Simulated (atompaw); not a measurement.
## What one change does to a pseudopotential (calcium (Ca), PAW (atompaw))

```
Element                 : calcium
Generator               : atompaw 4.2.0.5
Type                    : PAW
Functional              : LDA (PW92)
Relativity              : scalar-relativistic
Frozen core             : [Ar]
Valence charge          : 2
Reference configuration : 3d1 4s1 4p0
Partial waves           : 4s (bound): rc 3.00 bohr; 4s channel at 1.85 Ry: rc 3.00 bohr; 4p (bound, empty): rc 3.00 bohr; 4p channel at 0.4 Ry: rc 3.00 bohr; 3d (bound): rc 3.00 bohr; 3d channel at 0.55 Ry: rc 3.00 bohr
Local potential         : troulliermartins scheme with l = 3 at 1 Ry, radius 3.00 bohr
Core correction         : smooth core density matched at 2.85 bohr
Augmentation charge     : sinc compensation charge, radius 2.75 bohr; PAW radius 3.00 bohr; waves and projectors: custom rrkj vanderbiltortho
```

Change: wave 4s channel at 1.85 Ry: rc 3.00 bohr becomes 4s channel at -0.14 Ry: rc 3.00 bohr.

Cutoffs: the cutoffs (Ry, on a coarse ladder) from which the occupation-weighted sum of valence levels, in a spherical-Bessel basis at the reference potential, stays within 10 and 1 mRy of its value at 400 Ry; they do not see the model core or the augmentation charge, which bear on the density cutoff.

What does the change do?

Both files are so soft that the ladder of cutoffs tells neither apart; the bound ghosts move from p to p, s.

| quantity | base | changed |
| --- | --- | --- |
| cutoff, loose | 8 Ry | 8 Ry |
| cutoff, tight | 10 Ry | 10 Ry |
| bound ghosts | p | p, s |
| s: phases at 3.02 bohr within 0.05 rad from the reference energy up to (Ry; the scan ends near 5) | 4.3 | 4.5 |
| p: phases at 3.02 bohr within 0.05 rad from the reference energy up to (Ry; the scan ends near 5) | 3.6 | 3.6 |
| d: phases at 3.02 bohr within 0.05 rad from the reference energy up to (Ry; the scan ends near 5) | to the end of the scan | to the end of the scan |
| lowest overlap eigenvalue by channel | s 0.69, p 0.74, d 0.48 | s 0.50, p 0.74, d 0.48 |

 A true bound ghost makes a file unfit for plane-wave use even where its test errors are small: the radial tests pick states by their node count and pass the ghost by. The cutoffs see the waves, projectors and local potential, not the compensation charge or the core.
